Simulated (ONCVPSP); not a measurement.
## Scattering properties, ONCV potential for Ce

ONCVPSP 4.0.1 input, shortened (lines: element, Z, core and valence counts, functional; n l f; lmax; l rc ep ncon nbas qcut; lloc lpopt rc5 dvloc0; l nproj debl; icmod fcfact rcfact), PBE, scalar-relativistic:

```
  Ce 58.00    9    5        4      upf
    1    0    2.00
    2    0    2.00
    2    1    6.00
    3    0    2.00
    3    1    6.00
    3    2   10.00
    4    0    2.00
    4    1    6.00
    4    2   10.00
    4    3    1.00
    5    0    2.00
    5    1    6.00
    5    2    1.00
    6    0    2.00
    3
    0    2.80    0.00    4    8    4.20
    1    2.80    0.00    3    7    3.90
    2    3.80    0.00    4    8    3.30
    3    1.45    0.00    4    9   10.70
    4    5    1.45   -1.00
    0    2    3.40
    1    2    1.80
    2    3    3.50
    3    2    3.70
    3    3.00    1.60
```

The phase is arctan(r·R′/R) of the radial function R(r), unwrapped; energies in Ha, scanned from -3 to 5 Ha. A pole is an energy at which the radial function vanishes at the test radius. The pseudo phase is shifted by a multiple of π to meet the all-electron one at the reference energy, and phase errors are pseudo minus all-electron; the curves can meet again beyond the range given. Levels narrower than the energy grid can be missing from the lists of poles. Where the grid stepped over a known ghost or core level, its pole and its step of π were put in at the level’s energy.

```tsv
channel	radius (bohr)	reference energy (Ha)	poles, all-electron	poles, pseudo	unbroken range about the reference energy with phases within 0.05 rad	phase error 1 Ha above the reference energy (rad)
s	2.84	-0.14	-1.42, 1.75	-1.42, -0.34, 1.77	-0.3 to 3.2	+0.002
p	2.84	-0.85	-0.70, 2.42	-0.70, 2.32, 3.51	below 2.7	-0.002
d	3.86	-0.11	0.03, 1.52, 3.92	0.09, 3.74, 4.42	-0.2 to 0.0	+2.626
f	1.47	-0.20	0.49	0.50	the whole range	+0.001
```

Note: ghosts flagged at negative energy: s at -9.3 eV; GHOST(+) flagged for p at 84.0 eV, d at 107.1 eV. A true bound ghost makes a file unfit for plane-wave use.

Phases in the d channel:

```json
{"E (Ha)": "-2.98", "all-electron": "1.450", "pseudo": "1.456"}
{"E (Ha)": "-2.76", "all-electron": "1.445", "pseudo": "1.451"}
{"E (Ha)": "-2.54", "all-electron": "1.439", "pseudo": "1.446"}
{"E (Ha)": "-2.32", "all-electron": "1.431", "pseudo": "1.440"}
{"E (Ha)": "-2.10", "all-electron": "1.423", "pseudo": "1.434"}
{"E (Ha)": "-1.88", "all-electron": "1.413", "pseudo": "1.426"}
{"E (Ha)": "-1.66", "all-electron": "1.400", "pseudo": "1.417"}
{"E (Ha)": "-1.44", "all-electron": "1.385", "pseudo": "1.405"}
{"E (Ha)": "-1.22", "all-electron": "1.363", "pseudo": "1.389"}
{"E (Ha)": "-1.00", "all-electron": "1.333", "pseudo": "1.368"}
{"E (Ha)": "-0.78", "all-electron": "1.286", "pseudo": "1.335"}
{"E (Ha)": "-0.56", "all-electron": "1.194", "pseudo": "1.271"}
{"E (Ha)": "-0.34", "all-electron": "0.886", "pseudo": "1.049"}
{"E (Ha)": "-0.12", "all-electron": "-1.125", "pseudo": "-1.124"}
{"E (Ha)": "0.10", "all-electron": "-1.676", "pseudo": "-1.580"}
{"E (Ha)": "0.32", "all-electron": "-1.979", "pseudo": "-1.677"}
{"E (Ha)": "0.54", "all-electron": "-3.045", "pseudo": "-1.735"}
{"E (Ha)": "0.76", "all-electron": "-4.266", "pseudo": "-1.788"}
{"E (Ha)": "0.98", "all-electron": "-4.522", "pseudo": "-1.851"}
{"E (Ha)": "1.20", "all-electron": "-4.625", "pseudo": "-1.942"}
{"E (Ha)": "1.42", "all-electron": "-4.689", "pseudo": "-2.100"}
{"E (Ha)": "1.64", "all-electron": "-4.740", "pseudo": "-2.437"}
{"E (Ha)": "1.86", "all-electron": "-4.795", "pseudo": "-3.192"}
{"E (Ha)": "2.08", "all-electron": "-4.875", "pseudo": "-3.940"}
{"E (Ha)": "2.30", "all-electron": "-5.062", "pseudo": "-4.272"}
{"E (Ha)": "2.52", "all-electron": "-6.207", "pseudo": "-4.426"}
{"E (Ha)": "2.74", "all-electron": "-7.477", "pseudo": "-4.513"}
{"E (Ha)": "2.96", "all-electron": "-7.674", "pseudo": "-4.571"}
{"E (Ha)": "3.18", "all-electron": "-7.749", "pseudo": "-4.614"}
{"E (Ha)": "3.40", "all-electron": "-7.792", "pseudo": "-4.650"}
{"E (Ha)": "3.62", "all-electron": "-7.821", "pseudo": "-4.687"}
{"E (Ha)": "3.84", "all-electron": "-7.846", "pseudo": "-4.746"}
{"E (Ha)": "4.06", "all-electron": "-7.868", "pseudo": "-7.262"}
{"E (Ha)": "4.28", "all-electron": "-7.891", "pseudo": "-7.814"}
{"E (Ha)": "4.50", "all-electron": "-7.920", "pseudo": "-7.876"}
{"E (Ha)": "4.72", "all-electron": "-7.960", "pseudo": "-7.949"}
{"E (Ha)": "4.94", "all-electron": "-8.032", "pseudo": "-8.147"}
```
